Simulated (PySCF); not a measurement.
NMR data simulated for an unnamed compound:

¹H NMR (500 MHz, computed): δ 7.36 (m, 1H), 6.52 (m, 1H), 4.46 (s, 3H), 3.20 (m, 1H), 1.52 (m, 2H), 0.89 (m, 2H).

¹³C{¹H} NMR (computed): δ 138.9 (CH), 129.4 (C), 120.0 (CH), 35.1 (CH), 9.1 (CH2).

PySCF calculation with coordinates at the PBE0-D3(BJ)/def2-SVP level and NMR shieldings at B97-2/pcSseg-1/GIAO; equivalent nuclei averaged, in vacuum, non-relativistic Hamiltonian, one computed conformer.

Scale: ¹H (σ = 31.38 ppm), ¹³C (σ = 183.69 ppm) against TMS (reference shieldings calculated alike).

Task: Which of these does the molecule contain: a C≡C triple bond, a three-membered ring, a Si–H bond, an ester, an S-methyl group, a heteroaromatic ring?

Result: 
- A C≡C triple bond: no.
- A three-membered ring: yes.
- A Si–H bond: yes (δH 4.46 (s)).
- An ester: no.
- An S-methyl group: no.
- A heteroaromatic ring: yes.

The data belong to `[SiH3]c1ccnn1C1CC1`, C6H10N2Si; they needn't prove each group on their own.

Carbon signals by region: 3 in the sp2 and nitrile region (100–160 ppm), 2 below 50 ppm.

Shifts are as computed. Against solution values, carbons near 30 ppm lie about +1 ppm off and those near 130 ppm about +2 ppm (rms about the fit 1.9 ppm; single classes can miss by 10 ppm). Of 1328 compounds with measured shifts, 309 miss one by over three times the rms of a fit or turn the order of signals round; such compounds aren't used in these exercises. Signals without a measured value on file couldn't be tested in this way. Multiplicities follow the n + 1 count of equivalent neighbours, as no J values were calculated; m marks all less simple cases, F and P coupling included.
